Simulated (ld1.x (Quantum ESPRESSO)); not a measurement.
**What one change does to a pseudopotential (chromium (Cr), TM semilocal)**

Cr, norm-conserving Troullier–Martins (semilocal form), made with ld1.x (Quantum ESPRESSO) 7.5 (PBEsol, scalar-relativistic). Core [Ar], reference 3d4 4s2 4p0. Waves: 4s (bound): rc 2.65 bohr; 3d (bound): rc 1.25 bohr; 4p (bound, empty): rc 3.60 bohr. Local part: the p channel. Core correction: Bessel-smoothed model core, default radius (core density twice the valence density).

Change: all radii but the core radius scaled by about 0.88 (s 2.34, p 3.18, d 1.10 bohr).

Cutoffs: the cutoffs (Ry, on a coarse ladder) from which the occupation-weighted sum of valence levels, in a spherical-Bessel basis at the reference potential, stays within 10 and 1 mRy of its value at 400 Ry; they do not see the model core or the augmentation charge, which bear on the density cutoff. Errors are all-electron minus pseudo energies relative to the spin-unpolarised reference configuration.

Problem. Predict the effect on cutoff, ghosts and configuration errors.

Solution. The potential gets harder (120 Ry and 140 Ry → 160 Ry and 180 Ry); the errors of the 7 common tests hardly move; neither file shows a bound ghost. A smaller radius makes the pseudo-wave follow the all-electron one further in, where it bends more sharply, so more plane waves are needed. A semilocal file is local in each channel, so a ghost entry of none says nothing of the separable form that plane-wave codes build from it.

| quantity | base | changed |
| --- | --- | --- |
| cutoff, loose | 120 Ry | 160 Ry |
| cutoff, tight | 140 Ry | 180 Ry |
| loose cutoff by channel (10 mRy a level) | s 6 Ry, d 110 Ry | s 6 Ry, d 140 Ry |
| bound ghosts | none | none |
| error for 3d5 4s1 4p0, meV [ΔE 0.09 eV] | -132 | -136 |
| error for 3d5 4s0 4p0, meV [ΔE 6.97 eV] | -263 | -273 |
| error for 3d4 4s0 4p0, meV [ΔE 22.98 eV] | -54 | -55 |
| error for 3d3 4s0 4p0, meV [ΔE 53.69 eV] | -279 | -256 |
| error for 3d5 4s0 4p1, meV [ΔE 3.24 eV] | -176 | -183 |
| error for 3d2 4s0 4p0, meV [ΔE 102.00 eV] | -1737 | -1714 |
| error for 3d5 4s0.5 4p0, meV [ΔE 2.80 eV] | -188 | -194 |
